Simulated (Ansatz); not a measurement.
Cost and result for the atomization energy of AlBFH₄NOSi (10 atoms, 10 bonds).

```xyz
10

B    -0.698    0.876   -1.383
N    -0.211    0.287   -0.206
Si    0.791   -1.136    0.108
O     0.736   -0.896    1.756
Al   -0.242    0.507    1.584
F    -0.883    1.543    2.667
H    -0.439    0.392   -2.453
H    -1.376    1.866   -1.327
H     0.158   -2.411   -0.306
H     2.165   -1.029   -0.439
```

Total charge 0; spin multiplicity 1. The structure was optimised at the PBE0-D4/def2-TZVP level. Program: Ansatz. All runs use 4 threads of an Arm Neoverse V2 on a shared host. Times are those of one run each, without the atoms' runs, and a repeat can differ threefold. Electronic energies, without spin–orbit coupling; frozen cores. CCSD(T)/CBS adds CCSD(T) − MP2 in def2-TZVPP to the MP2 limit, and its time is that of the two runs behind it. T1 = 0.014. B3LYP takes the VWN-RPA correlation (the form of Gaussian; ORCA's B3LYP/G). HSE06 is the plane-wave form, built on full-range PBE exchange.

CCSD(T)/CBS is a level of theory with its own doubt, some kJ/mol a heavy atom from the limit and from the frozen cores, so smaller differences don't rank the functionals.

| level | functions | wall time |
| --- | --- | --- |
| revPBE-D4/def2-TZVPP | 264 | 2.3 s |
| BLYP-D4/def2-TZVPP | 264 | 2.4 s |
| PBE0-D4/def2-TZVPP | 264 | 3.3 s |
| HSE06-D4/def2-TZVPP | 264 | 3.5 s |
| B3LYP-D4/def2-TZVPP (with forces) | 264 | 5 s |
| r2SCAN-D4/def2-TZVPP (with forces) | 264 | 5.5 s |
| CCSD(T)/def2-SVP | 112 | 5.5 s |
| B2PLYP/def2-TZVPP | 264 | 6 s |
| PBE-QIDH/def2-TZVPP | 264 | 6 s |
| ωB97X-V/def2-TZVPP | 264 | 8.5 s |
| MP2/def2-QZVPP | 488 | 25 s |
| CCSD(T)/def2-TZVPP | 264 | 3.2 min |
| CCSD(T)/CBS(def2) | – | 3.6 min |

Question: What atomization energy does each give, and how far from CCSD(T)/CBS? (An estimate is asked.)

Answer: Ansatz gave: 
```csv
level,atomization (kJ/mol),difference from CCSD(T)/CBS,per bond
revPBE-D4/def2-TZVPP,3888.4,-78.4,-7.8
BLYP-D4/def2-TZVPP,3949.8,-17.0,-1.7
PBE0-D4/def2-TZVPP,3920.0,-46.8,-4.7
HSE06-D4/def2-TZVPP,3922.7,-44.1,-4.4
B3LYP-D4/def2-TZVPP (with forces),3948.5,-18.3,-1.8
r2SCAN-D4/def2-TZVPP (with forces),3973.9,7.1,0.7
CCSD(T)/def2-SVP,3673.7,-293.1,-29.3
B2PLYP/def2-TZVPP,3926.1,-40.7,-4.1
PBE-QIDH/def2-TZVPP,3922.4,-44.4,-4.4
ωB97X-V/def2-TZVPP,3978.3,11.5,1.1
MP2/def2-QZVPP,4047.3,80.5,8.1
CCSD(T)/def2-TZVPP,3846.2,-120.6,-12.1
CCSD(T)/CBS(def2),3966.8,0.0,0.0
```

Leaving LDA and LC-ωPBE aside and taking each functional with its dispersion term where it has one, the values, not all of them listed here, spread over 155.3 kJ/mol, from BHLYP-D4 to PBE-D4. LDA lies +508.0 kJ/mol from PBE without D4, its usual overbinding. The D4 term adds +39.8 kJ/mol with B3LYP and +20.8 kJ/mol with PBE0; it sums over pairs of atoms, weighted by their polarisabilities, and B3LYP, whose exchange is more repulsive, gets the larger term. From PBE to PBE0 (25 % exact exchange), in def2-TZVPP and without D4, the atomization energy moves by −71.4 kJ/mol: exact exchange takes away binding that semilocal exchange gives to molecules.
